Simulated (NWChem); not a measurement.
Everything below was run with NWChem. System: Mg (+1), charge 1, spin multiplicity 2. Its SCF solution wasn't tested for a lower state. Level: UMP2/def2-TZVP, 5 core orbitals frozen.

Output (cleaned and shortened):

```
             Northwest Computational Chemistry Package (NWChem) 7.3.0
             --------------------------------------------------------

                                NWChem Input Module
                                -------------------

 Scaling coordinates for geometry "geometry" by  1.889725989
 (inverse scale =  0.529177249)

                             Geometry "geometry" -> ""
                             -------------------------

 Output coordinates in angstroms (scale by  1.889725989 to convert to a.u.)

  No.       Tag          Charge          X              Y              Z
 ---- ---------------- ---------- -------------- -------------- --------------
    1 Mg                  12.0000     0.00000000     0.00000000     0.00000000

 Effective nuclear repulsion energy (a.u.)       0.0000000000

            Nuclear Dipole moment (a.u.)
            ----------------------------
        X                 Y               Z
 ---------------- ---------------- ----------------
     0.0000000000     0.0000000000     0.0000000000

      Symmetry information
      --------------------

 Group name             D2h
 Group number             26
 Group order               8
 No. of unique centers     1

      Symmetry unique atoms

     1


 Summary of "ao basis" -> "" (spherical)
 ------------------------------------------------------------------------------
       Tag                 Description            Shells   Functions and Types
 ---------------- ------------------------------  ------  ---------------------
 *                         def2-tzvp                  on all atoms

 Summary of "ao basis" -> "ao basis" (spherical)
 ------------------------------------------------------------------------------
       Tag                 Description            Shells   Functions and Types
 ---------------- ------------------------------  ------  ---------------------
 Mg                        def2-tzvp                12       32   5s4p3d

                                 NWChem SCF Module
                                 -----------------

  ao basis        = "ao basis"
  functions       =    32
  atoms           =     1
  alpha electrons =     6
  beta  electrons =     5
  charge          =   1.00
  wavefunction    = UHF
  use symmetry    = T
  symmetry adapt  = T

 Summary of "ao basis" -> "ao basis" (spherical)
 ------------------------------------------------------------------------------
       Tag                 Description            Shells   Functions and Types
 ---------------- ------------------------------  ------  ---------------------
 Mg                        def2-tzvp                12       32   5s4p3d

      Symmetry analysis of basis
      --------------------------

        ag         11
        au          0
        b1g         3
        b1u         4
        b2g         3
        b2u         4
        b3g         3
        b3u         4

 Forming initial guess at       0.0s

   Symmetry analysis of molecular orbitals - initial alpha
   -------------------------------------------------------

  Numbering of irreducible representations:

     1 ag          2 au          3 b1g         4 b1u         5 b2g
     6 b2u         7 b3g         8 b3u

  Orbital symmetries:

     1 ag          2 ag          3 b2u         4 b3u         5 b1u
     6 ag          7 b1u         8 b2u         9 b3u        10 ag
    11 ag         12 ag         13 b1g        14 b3g        15 b2g
    16 b1u

   Symmetry analysis of molecular orbitals - initial beta
   ------------------------------------------------------

  Numbering of irreducible representations:

     1 ag          2 au          3 b1g         4 b1u         5 b2g
     6 b2u         7 b3g         8 b3u

  Orbital symmetries:

     1 ag          2 ag          3 b3u         4 b2u         5 b1u
     6 ag          7 b3u         8 b2u         9 b1u        10 ag
    11 ag         12 b1g        13 b2g        14 ag         15 b3g
    16 b3u

 Starting SCF solution at       0.0s

 ----------------------------------------------
         Quadratically convergent UHF

 Convergence threshold     :          1.000E-07
 Maximum no. of iterations :          100
 Integral*density screening:          1.000E-09
[...]
  ----- ------------  ---------------      ----- ------------  ---------------
    17      0.783444  1 Mg pz                14      0.325018  1 Mg pz

 Vector    8  Occ=0.000000D+00  E=-1.698439D-01  Symmetry=b3u
              MO Center= -1.3D-20, -8.1D-31,  4.1D-31, r^2= 5.1D+00
   Bfn.  Coefficient  Atom+Function         Bfn.  Coefficient  Atom+Function
  ----- ------------  ---------------      ----- ------------  ---------------
    15      0.783444  1 Mg px                12      0.325018  1 Mg px

 Vector    9  Occ=0.000000D+00  E=-1.698439D-01  Symmetry=b2u
              MO Center= -1.7D-33, -2.0D-18,  9.7D-34, r^2= 5.1D+00
   Bfn.  Coefficient  Atom+Function         Bfn.  Coefficient  Atom+Function
  ----- ------------  ---------------      ----- ------------  ---------------
    16      0.783444  1 Mg py                13      0.325018  1 Mg py

                     UHF Final Beta Molecular Orbital Analysis
                     -----------------------------------------

 Vector    3  Occ=1.000000D+00  E=-2.602520D+00  Symmetry=b2u
              MO Center=  4.8D-21, -8.5D-20,  3.4D-21, r^2= 1.7D-01
   Bfn.  Coefficient  Atom+Function         Bfn.  Coefficient  Atom+Function
  ----- ------------  ---------------      ----- ------------  ---------------
     7      0.867993  1 Mg py                10      0.216713  1 Mg py

 Vector    4  Occ=1.000000D+00  E=-2.602520D+00  Symmetry=b3u
              MO Center= -3.5D-20,  6.3D-21,  2.5D-21, r^2= 1.7D-01
   Bfn.  Coefficient  Atom+Function         Bfn.  Coefficient  Atom+Function
  ----- ------------  ---------------      ----- ------------  ---------------
     6      0.867993  1 Mg px                 9      0.216713  1 Mg px

 Vector    5  Occ=1.000000D+00  E=-2.602520D+00  Symmetry=b1u
              MO Center= -4.4D-34, -7.3D-34,  1.4D-26, r^2= 1.7D-01
   Bfn.  Coefficient  Atom+Function         Bfn.  Coefficient  Atom+Function
  ----- ------------  ---------------      ----- ------------  ---------------
     8      0.867993  1 Mg pz                11      0.216713  1 Mg pz

 Vector    6  Occ=0.000000D+00  E=-2.360211D-01  Symmetry=ag
              MO Center=  1.3D-23, -1.5D-23, -3.0D-33, r^2= 3.8D+00
   Bfn.  Coefficient  Atom+Function         Bfn.  Coefficient  Atom+Function
  ----- ------------  ---------------      ----- ------------  ---------------
     4      0.588999  1 Mg s                  5      0.521781  1 Mg s
     3     -0.281655  1 Mg s

 Vector    7  Occ=0.000000D+00  E=-1.213562D-01  Symmetry=b2u
              MO Center=  3.7D-35, -1.1D-24, -9.1D-36, r^2= 5.8D+00
   Bfn.  Coefficient  Atom+Function         Bfn.  Coefficient  Atom+Function
  ----- ------------  ---------------      ----- ------------  ---------------
    16      0.894475  1 Mg py                13      0.167191  1 Mg py

 Vector    8  Occ=0.000000D+00  E=-1.213562D-01  Symmetry=b1u
              MO Center=  4.2D-18,  1.5D-18, -2.9D-17, r^2= 5.8D+00
   Bfn.  Coefficient  Atom+Function         Bfn.  Coefficient  Atom+Function
  ----- ------------  ---------------      ----- ------------  ---------------
    17      0.894475  1 Mg pz                14      0.167191  1 Mg pz

 center of mass
 --------------
 x =   0.00000000 y =   0.00000000 z =   0.00000000

 moments of inertia (a.u.)
 ------------------
           0.000000000000           0.000000000000           0.000000000000
           0.000000000000           0.000000000000           0.000000000000
           0.000000000000           0.000000000000           0.000000000000

  Mulliken analysis of the total density
  --------------------------------------

    Atom       Charge   Shell Charges
 -----------   ------   -------------------------------------------------------
    1 Mg  12    11.00   2.00  0.71  1.27  0.91  0.10  5.11  0.88  0.00  0.00  0.00  0.00  0.00

  Mulliken analysis of the alpha density
  --------------------------------------

    Atom       Charge   Shell Charges
 -----------   ------   -------------------------------------------------------
    1 Mg  12     6.00   1.00  0.37  0.62  0.91  0.10  2.56  0.44  0.00  0.00  0.00  0.00  0.00

   Mulliken analysis of the beta density
   -------------------------------------

    Atom       Charge   Shell Charges
 -----------   ------   -------------------------------------------------------
    1 Mg  12     5.00   1.00  0.35  0.65  0.00 -0.00  2.56  0.44 -0.00  0.00  0.00  0.00  0.00

   Mulliken analysis of the spin density
   -------------------------------------

    Atom       Charge   Shell Charges
 -----------   ------   -------------------------------------------------------
    1 Mg  12     1.00   0.00  0.02 -0.03  0.91  0.10 -0.00 -0.00  0.00 -0.00 -0.00  0.00 -0.00

       Multipole analysis of the density wrt the origin
       ------------------------------------------------

     L   x y z        total         alpha         beta         nuclear
     -   - - -        -----         -----         ----         -------
     0   0 0 0      1.000000     -6.000000     -5.000000     12.000000

     1   1 0 0      0.000000      0.000000      0.000000      0.000000
     1   0 1 0      0.000000     -0.000000      0.000000      0.000000
     1   0 0 1     -0.000000      0.000000     -0.000000      0.000000

     2   2 0 0     -4.691127     -3.899324     -0.791802      0.000000
     2   1 1 0      0.000000      0.000000      0.000000      0.000000
     2   1 0 1     -0.000000      0.000000     -0.000000      0.000000
     2   0 2 0     -4.691127     -3.899324     -0.791802      0.000000
     2   0 1 1      0.000000      0.000000      0.000000      0.000000
     2   0 0 2     -4.691127     -3.899324     -0.791802      0.000000

                   NWChem MP2 Semi-direct Energy/Gradient Module
                   ---------------------------------------------

  Basis functions       =     32
  Molecular orbitals    =     32
  Frozen core           =      5
  Frozen virtuals       =      0
  Active alpha occupied =      1
  Active beta occupied  =      0
  Active alpha virtual  =     26
  Active beta virtual   =     27
  Use MO symmetry       = T
  Use skeleton AO sym   = T

  AO/Fock/Back tols     =   1.0D-09  1.0D-09  1.0D-09

          -------------------------------------------
          SCF energy                -199.363679799790
          Correlation energy           0.000000000000
          Singlet pairs                0.000000000000
          Triplet pairs                0.000000000000
          Total MP2 energy          -199.363679799790
          -------------------------------------------

          ---------------------------------------------------
                    Spin Component Scaled (SCS) MP2
          Same spin pairs                      0.000000000000
          Same spin scaling factor             0.333333333333
          Opposite spin pairs                  0.000000000000
          Opposite spin scaling fact.          1.200000000000
          SCS-MP2 correlation energy           0.000000000000
          Total SCS-MP2 energy              -199.363679799790
          ---------------------------------------------------

 -----------------------
 Performance information
 -----------------------

 Timer overhead =  9.77D-08 seconds/call

               Nr. of calls         CPU time (s)                 Wall time (s)                GFlops
             ---------------    -------------------     ------------------------------   -------------------
Name         Min   Avg   Max    Min     Avg     Max     Min     Avg     Max   Mx/calls   Min     Max     Sum
mp2: tota     1     1     1   5.52E-3 5.52E-3 5.52E-3  5.52E-3 5.52E-3 5.52E-3 5.52E-3   0.0     0.0     0.0

 The average no. of pstat calls per process was 1.00D+00
 with a timing overhead of 9.77D-08s

 Task  times  cpu:        0.1s     wall:        0.1s

 Total times  cpu:        0.1s     wall:        0.1s
```

Q: Write an NWChem input that would produce this output.

A: This is not unique; one that fits is 
```
start mol
memory heap 200 mb stack 900 mb global 1100 mb
charge 1
geometry units angstroms nocenter noautoz
  Mg     0.000000     0.000000     0.000000
  symmetry group D2h
end
basis spherical
  * library def2-tzvp
end
scf
  uhf
  nopen 1
  maxiter 100
  thresh 1e-7
  semidirect memsize 60000000 filesize 0
  # guess.movecs holds the orbitals of an unrestricted PBE0 run
  vectors input guess.movecs output mol.movecs
end
mp2
  freeze core 5
end
task mp2 energy
```
